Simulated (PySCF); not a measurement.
## Assignment exercise: C₈H₁₀FN

Cartesian coordinates in Å; atom numbers follow the order of the lines, from 1:
```xyz
20

C     3.425    0.536    0.094
C     2.226    0.550    0.262
C     0.778    0.532    0.434
C     0.187   -0.867    0.200
C    -1.324   -0.877    0.389
C    -2.003    0.142   -0.525
C    -1.412    1.508   -0.321
N    -2.123    2.510   -0.019
C     0.095    1.561   -0.478
F     0.550    2.819   -0.181
H     4.490    0.538   -0.045
H     0.549    0.843    1.470
H     0.447   -1.194   -0.821
H     0.676   -1.575    0.885
H    -1.565   -0.637    1.439
H    -1.722   -1.885    0.199
H    -3.085    0.206   -0.348
H    -1.852   -0.158   -1.578
H    -1.517    3.332    0.090
H     0.360    1.342   -1.529
```

How the numbers were obtained: structure optimised with PBE0-D3(BJ)/def2-SVP, shieldings: GIAO KT2/pcSseg-1, in PySCF (no relativistic terms, one conformer, isolated molecule).

Shifts are taken against calculated references (same method and geometry level): ¹³C, ¹H against TMS.

(1) Assign these signals to the numbered atoms. ¹³C{¹H} NMR (computed): δ 169.3 (C), 94.2 (CH), 79.6 (C), 68.6 (CH), 41.2 (CH), 39.0 (CH2), 36.3 (CH2), 29.7 (CH2).

(2) Assign these signals to the numbered atoms. ¹H NMR (400 MHz, computed): δ 9.88 (br s, 1H), 4.36 (m, 1H), 2.47 (m, 1H), 2.40 (m, 1H), 2.17 (d, 1H), 2.09 (m, 1H), 2.03 (m, 1H), 1.79 (m, 1H), 1.57 (m, 1H), 1.42 (m, 1H).

Answers

(1) 
| δ (ppm) | atoms | environment | reason |
| --- | --- | --- | --- |
| 169.3 | C7 | carbon bonded to 2 C, N | – |
| 94.2 | C9 | carbon bonded to 2 C, F, H | – |
| 79.6 | C2 | carbon bonded to 2 C | – |
| 68.6 | C1 | carbon bonded to C, H | – |
| 41.2 | C3 | carbon bonded to 3 C, H | – |
| 39.0 | C6 | carbon bonded to 2 C, 2 H | – |
| 36.3 | C4 | carbon bonded to 2 C, 2 H | – |
| 29.7 | C5 | carbon bonded to 2 C, 2 H | – |

(2) 
```tsv
δ (ppm)	atoms	environment	reason
9.88	H19	hydrogen on a nitrogen bonded to C	–
4.36	H20	hydrogen on a carbon bonded to 2 C, F	–
2.47	H17	hydrogen on a carbon bonded to 2 C	–
2.40	H12	hydrogen on a carbon bonded to 3 C	–
2.17	H11	hydrogen on a carbon bonded to C	–
2.09	H18	hydrogen on a carbon bonded to 2 C	–
2.03	H14	hydrogen on a carbon bonded to 2 C	–
1.79	H16	hydrogen on a carbon bonded to 2 C	–
1.57	H13	hydrogen on a carbon bonded to 2 C	–
1.42	H15	hydrogen on a carbon bonded to 2 C	–
```

H17 and H12; H11 and H18; H18 and H14 lie closer than the usual error of such a calculation, so a measured spectrum could show them in the other order.

OH/NH shifts are gas-phase values; hydrogen bonding in solution moves them, usually downfield. Splittings by ¹⁹F in the carbon and heteronuclear signals aren't shown, as no couplings were computed. Shifts are as computed. Against solution values, carbons near 30 ppm lie about +2 ppm off and those near 130 ppm about -5 ppm. Of 1211 compounds with measured shifts, 218 miss one by over three times the rms of a fit or turn the order of signals round; such compounds aren't used in these exercises. Multiplicities follow the n + 1 count of equivalent neighbours, as no J values were calculated; m marks all less simple cases, F and P coupling included.
